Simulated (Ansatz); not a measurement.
Consider the formal exchange of groups at the Al–F bond: `[F][Al]([Cl])[Cl]` + `C=CCCF` → `C=C[CH2][Al]([Cl])[Cl]` + difluoromethane.

Program: Ansatz. Geometries: PBE0-D4/def2-TZVP. ΔE: electronic, gas phase. CBS: MP2 limit from def2 TZ/QZ plus the TZ coupled-cluster correction, frozen cores. This one scheme is used for every species. DFT in def2-TZVPP. B3LYP here is the variant with VWN-RPA as its local correlation; programs differ in this. HSE06 is defined as in plane-wave codes. One conformer a species, not always the lowest.

`[F][Al]([Cl])[Cl]`:

```xyz
4

F     1.383    0.152    1.027
Al    0.077    0.009    0.058
Cl    0.338   -0.563   -1.909
Cl   -1.799    0.403    0.825
```

`C=CCCF`:

Cartesian coordinates in Å:
```
C -1.411 1.165 0.820
C -0.230 0.570 0.743
C 0.453 0.201 -0.533
C 0.761 -1.277 -0.633
F 1.653 -1.646 0.360
H -1.863 1.406 1.775
H -1.970 1.437 -0.071
H 0.301 0.312 1.656
H 1.398 0.748 -0.626
H -0.170 0.481 -1.389
H 1.221 -1.517 -1.597
H -0.143 -1.880 -0.505
```

`C=C[CH2][Al]([Cl])[Cl]`:

```xyz
11

C    -1.208    0.854    0.310
C    -0.196    0.210    0.919
C     0.326   -1.125    0.524
Al    0.895   -0.170   -1.073
Cl   -0.135   -0.425   -2.878
Cl    2.609    1.030   -1.076
H    -1.847    0.362   -0.417
H    -1.451    1.877    0.567
H     0.399    0.769    1.638
H    -0.452   -1.848    0.277
H     1.060   -1.536    1.210
```

`FCF`:

Z-matrix (Å, degrees):
```
C
F 1 1.351
F 1 1.351 2 108.6
H 1 1.093 2 108.8 3 118.2
H 1 1.094 2 108.8 3 -118.2
```

| level | ΔE (kJ/mol) | difference from CCSD(T)/CBS |
| --- | --- | --- |
| PBE-D4 | 168.4 | -29.0 |
| r2SCAN-D4 | 177.4 | -20.0 |
| B3LYP-D4 | 188.5 | -8.9 |
| HSE06-D4 | 172.1 | -25.3 |
| CAM-B3LYP-D4 | 193.5 | -3.9 |
| ωB97X-V | 184.7 | -12.7 |
| PBE-QIDH | 183.9 | -13.5 |
| revPBE | 176.0 | -21.4 |
| PBE0 | 177.3 | -20.1 |
| B3LYP | 196.1 | -1.3 |
| CAM-B3LYP | 198.5 | 1.1 |
| LC-ωPBE | 186.1 | -11.3 |
| CCSD/def2-SVP | 197.6 | 0.2 |
| MP2/def2-TZVPP | 192.8 | -4.6 |
| SCS-MP2/def2-TZVPP | 197.3 | -0.1 |
| MP2/CBS(def2) | 198.3 | 0.9 |
| CCSD(T)/CBS | 197.4 | 0 |

Problem. What do rigid-rotor, harmonic-oscillator terms from PBE0-D4/def2-TZVP frequencies (298.15 K, 1 bar) make of the CCSD(T)/CBS value? (Estimate.)

Solution. Computed: ΔZPE = -3.6 kJ/mol, ΔH = +194.9 kJ/mol, ΔS = 0 J/(mol·K), ΔG = +194.9 kJ/mol.

Largest T1 diagnostic among the species: 0.011.

In def2-TZVPP, CCSD(T) changes the Hartree–Fock value by −16.9 kJ/mol (the triples alone add −5.5 kJ/mol) and MP2 by −16.0 kJ/mol. From PBE to PBE0 (25 % exact exchange), in def2-TZVPP and without D4, ΔE moves by +4.3 kJ/mol.
